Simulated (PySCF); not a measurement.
Ground-state electric properties of a mixed set of molecules.

All values: PBE0/def2-SVPD (PySCF) at GFN2-xTB geometries, gas phase, one conformer each. Core orbitals are frozen in the response; Δα² is half the sum of the squared differences of the principal polarisabilities.

**Question.** Rank by HOMO energy, highest first.
A. `C#C[C@@H]1C=CS(=O)(=O)C1`
B. `COC(=O)c1ccsc1`
C. `C=Cc1ocpc1C=C`
D. `CC1=C(C=O)C=CP=C1`

**Answer.** C (-6.35 eV), B (-7.31 eV), D (-7.48 eV), A (-8.29 eV).

**Question.** Rank by HOMO–LUMO gap, highest first.
A. `C#C[C@@H]1C=CS(=O)(=O)C1`
B. `COC(=O)C1=CSC=C1`
C. `FC(F)c1cn([SiH3])cn1`
D. `CC#CPc1ccco1`
E. `Cc1cpccc1C=O`

**Answer.** A (7.11 eV), C (6.84 eV), D (6.21 eV), B (5.99 eV), E (4.84 eV).

All values together:

| SMILES | formula | μ (D) | HOMO (eV) | LUMO (eV) | α (Å³) | Δα (Å³) | electrons | α per electron (Å³) |
| --- | --- | --- | --- | --- | --- | --- | --- | --- |
| Cc1cpccc1C=O | C7H7OP | 2.65 | -7.48 | -2.64 | 16.44 | 11.05 | 72 | 0.228 |
| FC(F)c1cn([SiH3])cn1 | C4H6F2N2Si | 4.93 | -7.23 | -0.39 | 12.68 | 5.85 | 76 | 0.167 |
| COC(=O)c1ccsc1 | C6H6O2S | 2.11 | -7.31 | -1.32 | 14.06 | 9.14 | 74 | 0.190 |
| C=Cc1ocpc1C=C | C7H7OP | 1.19 | -6.35 | -1.51 | 17.77 | 13.82 | 72 | 0.247 |
| C#C[C@@H]1C=CS(=O)(=O)C1 | C6H6O2S | 5.08 | -8.29 | -1.18 | 13.33 | 6.91 | 74 | 0.180 |
| CC#CPc1ccco1 | C7H7OP | 1.86 | -6.45 | -0.23 | 16.34 | 7.45 | 72 | 0.227 |

Conformers: `[CH3:1][c:2]1[cH:3][p:4][cH:5][cH:6][c:7]1[CH:8]=[O:9]` with C6–C7–C8–O9 0°; `[F:1][CH:2]([F:3])[c:4]1[cH:5][n:6]([SiH3:7])[cH:8][n:9]1` with F1–C2–C4–C5 59°; `[CH3:1][O:2][C:3](=[O:4])[c:5]1[cH:6][cH:7][s:8][cH:9]1` with C1–O2–C3–O4 0°, O2–C3–C5–C6 0°; `[CH2:1]=[CH:2][c:3]1[o:4][cH:5][p:6][c:7]1[CH:8]=[CH2:9]` with C1–C2–C3–O4 0°, P6–C7–C8–C9 0°; `[CH:1]#[C:2][C@@H:3]1[CH:4]=[CH:5][S:6](=[O:7])(=[O:8])[CH2:9]1` with C2–C3–C4–C5 -139°, C4–C5–S6–O7 128°, C5–S6–C9–C3 -21°, C2–C3–C9–S6 146°; `[CH3:1][C:2]#[C:3][PH:4][c:5]1[cH:6][cH:7][cH:8][o:9]1` with C3–P4–C5–C6 -101°.
